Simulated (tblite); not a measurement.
C6H12B2OSi.
Numbering: `[CH3:1][O:2][C:3]1=[CH:4][CH:5]=[C:6]([CH3:7])[SiH2:8][BH:9][BH:10]1` (hydrogens: H11, H12, H13 on C1; H14 on C4; H15 on C5; H16, H17, H18 on C7; H19, H20 on Si8; H21 on B9; H22 on B10)

Computed with GFN2-xTB (tblite), gas phase: L-BFGS steps from a force-field or distance-geometry start until the largest atomic force falls under 0.01 eV/Å.

Step 66: E = -738.1335 eV
```
atom  x, y, z in Å  |  force x, y, z in eV/Å
C1      3.6133   -0.4375   -0.3414   -0.028   0.004  -0.003
O2      2.6646    0.5447   -0.0101   -0.059  -0.037  -0.034
C3      1.3548    0.3240   -0.3871   -0.061   0.010   0.025
C4      0.5078    1.3401   -0.1028    0.017   0.052   0.038
C5     -0.9172    1.4754   -0.2977    0.030  -0.026   0.024
C6     -1.8826    0.5563   -0.1304   -0.015   0.039   0.035
C7     -3.3152    0.9352   -0.3969    0.008  -0.024   0.005
Si8    -1.5144   -1.1674    0.5505    0.133   0.055  -0.057
B9      0.3050   -1.7286    0.0527    0.027  -0.035   0.001
B10     0.9752   -1.0027   -1.1678    0.011   0.006   0.113
H11     4.5336   -0.1502    0.1680   -0.005   0.016  -0.052
H12     3.3039   -1.4291    0.0062   -0.026   0.012  -0.012
H13     3.7881   -0.4808   -1.4215    0.024   0.008   0.016
H14     0.9861    2.2512    0.2465    0.020  -0.007   0.038
H15    -1.2093    2.4988   -0.5384   -0.030  -0.096  -0.036
H16    -3.5047    0.9836   -1.4712    0.028   0.032   0.041
H17    -3.5495    1.9099    0.0346    0.010  -0.045  -0.077
H18    -3.9931    0.1968    0.0242    0.005   0.033   0.022
H19    -1.7287   -1.0384    2.0142   -0.019  -0.022  -0.054
H20    -2.5682   -2.0932    0.0829   -0.051   0.033  -0.008
H21     0.8411   -2.3814    0.8698    0.005   0.029  -0.019
H22     1.2989   -1.0873   -2.2887   -0.022  -0.036  -0.005
```

Step 67: E = -738.1360 eV
```
atom  x, y, z in Å  |  force x, y, z in eV/Å
C1      3.6103   -0.4387   -0.3447   -0.013  -0.005   0.000
O2      2.6632    0.5437   -0.0074   -0.031  -0.033  -0.070
C3      1.3541    0.3268   -0.3894   -0.048  -0.011   0.055
C4      0.5068    1.3405   -0.1000    0.019   0.034   0.037
C5     -0.9176    1.4766   -0.2986    0.022  -0.026   0.021
C6     -1.8840    0.5592   -0.1291    0.019   0.016   0.056
C7     -3.3174    0.9350   -0.3966    0.057  -0.028   0.004
Si8    -1.5093   -1.1653    0.5492    0.103   0.073  -0.048
B9      0.3108   -1.7258    0.0595    0.042  -0.036   0.040
B10     0.9773   -1.0042   -1.1634    0.007   0.016   0.011
H11     4.5337   -0.1550    0.1622   -0.032   0.008  -0.042
H12     3.2956   -1.4295    0.0014    0.002   0.015  -0.015
H13     3.7873   -0.4826   -1.4253   -0.010   0.026   0.037
H14     0.9827    2.2485    0.2584    0.033   0.014   0.034
H15    -1.2042    2.5000   -0.5441   -0.056  -0.086  -0.033
H16    -3.5005    0.9796   -1.4720   -0.004   0.030   0.043
H17    -3.5490    1.9118    0.0311   -0.010  -0.046  -0.077
H18    -3.9940    0.1968    0.0276    0.009   0.050   0.007
H19    -1.7337   -1.0537    2.0131   -0.018  -0.007  -0.062
H20    -2.5576   -2.0874    0.0674   -0.074   0.008  -0.016
H21     0.8476   -2.3653    0.8863    0.005   0.017  -0.020
H22     1.2874   -1.0918   -2.2898   -0.024  -0.028   0.039
```

Task: Estimate the geometry and energy of step 68. (The exact step hangs on the optimiser's Hessian estimate; all steps are aligned on step 67, rigid shifts and turns removed.)

Result: E = -738.1382 eV, largest force 0.092 eV/Å
```
atom  x, y, z in Å  |  force x, y, z in eV/Å
C1      3.6069   -0.4421   -0.3483   -0.011  -0.014  -0.007
O2      2.6612    0.5404   -0.0062   -0.001  -0.013  -0.084
C3      1.3521    0.3296   -0.3915   -0.015  -0.040   0.071
C4      0.5066    1.3420   -0.0956    0.016   0.010   0.028
C5     -0.9170    1.4777   -0.2978    0.009  -0.011   0.010
C6     -1.8840    0.5620   -0.1274    0.037  -0.012   0.070
C7     -3.3178    0.9341   -0.3961    0.082  -0.021   0.001
Si8    -1.5031   -1.1621    0.5471    0.023   0.010  -0.029
B9      0.3206   -1.7201    0.0709    0.065   0.000   0.010
B10     0.9767   -1.0031   -1.1625   -0.021  -0.026   0.036
H11     4.5333   -0.1620    0.1558   -0.055   0.003  -0.025
H12     3.2874   -1.4326   -0.0052    0.028   0.016  -0.015
H13     3.7857   -0.4845   -1.4291   -0.035   0.034   0.040
H14     0.9816    2.2465    0.2698    0.042   0.038   0.039
H15    -1.2014    2.4993   -0.5484   -0.072  -0.048  -0.032
H16    -3.4973    0.9755   -1.4717   -0.024   0.018   0.031
H17    -3.5492    1.9128    0.0261   -0.018  -0.037  -0.063
H18    -3.9933    0.1969    0.0316    0.011   0.054  -0.003
H19    -1.7470   -1.0670    2.0109   -0.010   0.002  -0.091
H20    -2.5464   -2.0862    0.0468   -0.031   0.040   0.003
H21     0.8593   -2.3438    0.9085    0.005   0.015  -0.031
H22     1.2746   -1.0942   -2.2919   -0.024  -0.021   0.042
```

The energy changes by -0.0022 eV. The first-order estimate −F·Δx gives -0.0031 eV and the mean of the old and new forces, exact on a quadratic surface, -0.0021 eV. The step makes an angle of 80° with the force vector and moves no atom by more than 0.033 Å.

What follows is the cost of the whole relaxation. On an AMD EPYC 7R43 with one thread, no GPU, shared host with 256 logical CPUs at a one-minute load of 99, this took 2.3 s.
